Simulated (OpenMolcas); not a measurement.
# Ce3+: moving or changing the point charges

Ce3+ among 3 point charges of -1.5 e arranged as a planar triangle (D3h), 2.68 Å from the ion.
```
   2.6800    0.0000    0.0000  -1.50
  -1.3400    2.3209    0.0000  -1.50
  -1.3400   -2.3209    0.0000  -1.50
```

```
Program             : OpenMolcas
Method              : CASSCF
Basis               : ANO-RCC-VDZP [7s6p4d2f1g]
Scalar Hamiltonian  : DKH2, point nucleus
Active space        : 1 electron in 7 orbitals (4f)
State averaging     : 2S+1 = 2 odd, 7 roots
Spin-orbit coupling : state interaction with AMFI integrals over the reference wave functions
```

Runs around this geometry, states (labels of D3, the rotations of D3h). Energies in cm-1 above the lowest state or level, χT in cm3 K/mol.

```csv
R (Å),Ground state,First state of that spin,First gap with spin-orbit (degeneracies),Width of lowest J,χT at 300 K
2.68,2A2,2E 149.3,"365.4 (2, 2)",1335,0.712
2.98,2A2,2E 112.9,"284.3 (2, 2)",1006,0.737
3.21,2A2,2E 92.7,"236.3 (2, 2)",819,0.753
```

Taking the width of the lowest J multiplet as R^-n, n = -ln(819 / 1335) / ln(3.21 / 2.68) = 2.7 between the shortest and longest distance.

Point charges carry no covalency, so the field is a model and not that of real ligands. No measured value stands beside these numbers.
